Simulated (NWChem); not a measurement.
# SiH3TeCl; SMILES [SiH3][Te]Cl

All runs: NWChem. Geometry: optimised at PBE0/def2-SVP. def2 effective core potentials on Te; no spin-orbit coupling. Level MN15/def2-SVP: energy and gradient on several grids; changes count from the extra-fine grid, which is no exact limit either.

```
grid     size of the energy change (μHa)  largest change of a gradient component (μHa/bohr)
-------  -------------------------------  -------------------------------------------------
xcoarse                             4000                                                800
coarse                                60                                                300
medium                                10                                                 30
fine                                < 10                                               < 30
xfine                               < 10                                               < 30
```
